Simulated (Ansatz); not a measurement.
C$_{3}$H$_{6}$FNSi, SMILES `NC1(F)C=C[SiH2]1` from Hartree–Fock to CCSD(T)

| atom | x (Å) | y (Å) | z (Å) |
| --- | --- | --- | --- |
| N1 | -0.8462 | -0.8346 | 1.3124 |
| C2 | 0.1553 | -0.5372 | 0.3741 |
| F3 | 1.2373 | -1.4492 | 0.4548 |
| C4 | 0.6871 | 0.8760 | 0.4620 |
| C5 | 0.4294 | 1.4863 | -0.7032 |
| Si6 | -0.3366 | -0.0432 | -1.4213 |
| H7 | -0.5041 | -0.8070 | 2.2662 |
| H8 | -1.2893 | -1.7262 | 1.1406 |
| H9 | 1.1845 | 1.2800 | 1.3450 |
| H10 | 0.6571 | 2.5140 | -0.9541 |
| H11 | 0.4095 | -0.7329 | -2.5062 |
| H12 | -1.7840 | -0.0260 | -1.7702 |

Charge 0, multiplicity 1. The geometry is a stationary point of PBE0-D4/def2-TZVP. It is one conformer, not always the lowest. Frozen core, restricted reference, the Gaussian-basis code of Ansatz. CBS rows extrapolate triple and quadruple zeta; past MP2 they add the triple-zeta difference.

```tsv
basis	HF (Eh)	MP2 corr.
def2-SVP	-559.56287	-0.83939
def2-TZVPP	-559.98729	-1.05515
def2-QZVPP	-560.00813	-1.13460
```

Problem. Estimate the CCSD correlation energy and the (T) correction in each basis where they were run (hartree).

Solution. 
```json
{"basis": "def2-SVP", "CCSD corr.": "-0.89012", "(T)": "-0.02851"}
{"basis": "def2-TZVPP", "CCSD corr.": "-1.09338", "(T)": "-0.04642"}
{"basis": "CBS(def2)", "CCSD corr.": "-1.23169", "(T)": "as TZ"}
```
